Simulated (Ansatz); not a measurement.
Cartesian coordinates in Å:
```
C -2.2225 0.4651 1.0237
B -0.8213 0.1594 0.3917
O 0.1228 -0.5075 1.1175
Si 1.7170 -0.8982 1.1100
O -0.5722 0.5811 -0.8838
Si 0.4962 0.4251 -2.1182
H -2.3470 0.0260 2.0133
H -3.0265 0.1088 0.3733
H -2.3627 1.5479 1.1072
H 2.4945 0.0778 0.2998
H 1.8996 -2.2606 0.5512
H 2.1964 -0.8628 2.5125
H -0.2712 0.4479 -3.3865
H 1.4615 1.5518 -2.0960
H 1.2356 -0.8618 -2.0154
```

The species carries charge 0 and has multiplicity 1.

List the ωB97M-V/def2-TZVPP orbital energies in eV (Ansatz 0.2.0). (Best estimate.)

The calculation gave: Occupied: -1807.62, -1807.61, -526.29, -526.27, -280.49, -189.14, -148.61, -148.60, -102.76, -102.75, -102.71, -102.70, -102.70, -102.69, -31.58, -30.64, -22.23, -19.44, -18.87, -16.39, -15.44, -14.91, -14.90, -13.45, -13.41, -13.25, -12.79, -12.35, -11.81, -11.43, -11.17, -11.03. Lowest empty: 1.43, 2.40, 2.57, 2.61, 3.04, 3.14, 3.18, 3.35.
